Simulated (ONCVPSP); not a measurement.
**How hard is this chlorine ONCV potential?**

ONCVPSP 4.0.1 input, shortened (lines: element, Z, core and valence counts, functional; n l f; lmax; l rc ep ncon nbas qcut; lloc lpopt rc5 dvloc0; l nproj debl; icmod fcfact rcfact), PBEsol, scalar-relativistic:

```
  Cl 17.00    1    4  -116133      upf
    1    0    2.00
    2    0    2.00
    2    1    6.00
    3    0    2.00
    3    1    3.00
    2
    0    0.60    0.00    4    8   21.90
    1    0.75    0.00    4    8   18.10
    2    0.65    0.35    4    7   17.10
    4    1    0.50    1.00
    0    2    1.00
    1    3    3.70
    2    3    3.50
    1    0.70    0.00
```

Question: For each optimised wave give the share of its norm inside rc, the residual kinetic energy above qcut (Ha) and the cutoffs (Ha) for errors of 10, 1, 0.1 and 0.01 mHa per electron.

Answer:

```csv
wave,norm inside rc,residual KE,10 mHa,1 mHa,0.1 mHa,0.01 mHa
2s,0.816,6.0e-07,124.7,162.7,192.0,214.6
3s,0.051,6.0e-07,93.6,143.4,182.2,210.3
2p,0.938,3.2e-05,120.2,139.5,155.2,282.8
3p,0.057,3.4e-05,107.9,134.1,154.4,228.6
p projector 3,0.020,2.4e-05,98.1,128.7,151.7,175.4
d projector 1,0.018,9.8e-06,42.3,80.4,115.7,146.9
d projector 2,0.029,3.0e-05,59.6,99.1,132.0,162.3
d projector 3,0.027,6.6e-05,69.0,108.8,141.5,171.0
```

The occupied waves need 163 Ha and 192 Ha for 1 and 0.1 mHa. Note: no bound ghost flagged; GHOST(+) flagged for d at 99.8 eV.
